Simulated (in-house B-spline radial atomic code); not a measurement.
Results of a calculation; reference values are marked as such.
# Ghost states of the separable form: N

N, [He] 2s2 2p3, non-relativistic LDA (VWN5), spherical and spin-unpolarised, from an all-electron radial atomic-structure program (B-spline basis) (atomic units; all potentials screened as in the neutral atom).

Troullier-Martins channels: 2s (ε = -0.6762, r_c = 1.159 bohr), 2p (ε = -0.2663, r_c = 1.729 bohr). In the Kleinman-Bylander form one channel serves as the local potential, and each other channel l becomes |δV u><u δV|/<u|δV|u>, with δV = V_l − V_local and u the pseudo-orbital. Its strength is E_KB = <u|δV²|u>/<u|δV|u>. By the analysis of Gonze, Stumpf and Scheffler a spurious state lies below the reference level ε if E_KB > 0 and ε is above the second level of the local potential alone, or if E_KB < 0 and ε is above its first. The table's levels are those of angular momentum l in a sphere of 9 bohr, whose wall can lift a shallow ε a little above its free-atom value.

| local | channel | <u δV u> | <u δV² u> | ε | first local level | second local level |
| --- | --- | --- | --- | --- | --- | --- |
| p | s | 0.7132 | 3.3785 | -0.6762 | -2.6467 | -0.0583 |
| s | p | -0.70115 | 3.1632 | -0.2663 | -0.0371 | 0.1518 |

(1) Apply the rule to each row.

Diagonalising the separable Hamiltonian gives:

```json
{"local": "p", "channel": "s", "three lowest levels": "-0.6762, 0.0267, 0.2775", "all-electron, two lowest valence levels": "-0.6762, 0.0261"}
{"local": "s", "channel": "p", "three lowest levels": "-0.2663, 0.0880, 0.3496", "all-electron, two lowest valence levels": "-0.2663, 0.0879"}
```

(2) Which choices of local channel are safe?

Answers

(1) Local p, channel s: E_KB = +4.74, so ε = -0.6762 is set against -0.0583: no ghost. Local s, channel p: E_KB = -4.51, so ε = -0.2663 is set against -0.0371: no ghost.

(2) All are free of ghosts. Among the safe choices the second level, which tests transfer, is off by at most 0.1 millihartree (s local), 0.6 millihartree (p local).
